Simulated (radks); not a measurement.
Task: The mean radii <r> (bohr) of the occupied orbitals of an atom or ion are listed with their occupations. All-electron calculation, scalar-relativistic Kohn-Sham, PBE, spin-polarised, spherical densities, finite nucleus; Fermi nuclear charge, rms radius of each element as measured or else 0.836 A^(1/3) + 0.57 fm. Program: a radial shooting solver on a logarithmic mesh with Libxc functionals.

orbital  occ.      <r>
1s up       1  0.01835
1s down     1  0.01835
2s up       1  0.07758
2s down     1  0.07758
2p up       3  0.06944
2p down     3  0.06944
3s up       1   0.2011
3s down     1   0.2011
3p up       3   0.2013
3p down     3   0.2013
3d up       5   0.1824
3d down     5   0.1824
4s up       1   0.4496
4s down     1   0.4496
4p up       3   0.4780
4p down     3   0.4780
4d up       5   0.5114
4d down     5   0.5112
5s up       1    1.071
5s down     1    1.063
5p up       3    1.256
5p down     3    1.242
4f up       7   0.6103
4f down     7   0.6052
6s up       1    2.900
5d up       4    1.951

Name the element and its charge. Open shells, if any, are filled with parallel spins first.

Result: Z = 74, tungsten, charge +1: W+ in [Xe] 4f14 5d4 6s1. The 1s radius gives Z: for a bare nucleus <r> = (2 gamma + 1)/(2Z) with gamma = sqrt(1 - (Z/c)^2), 0.01813 bohr for Z = 74, and screening makes it slightly larger (0.01835 here). The occupations add up to 73, and the charge is Z minus that.
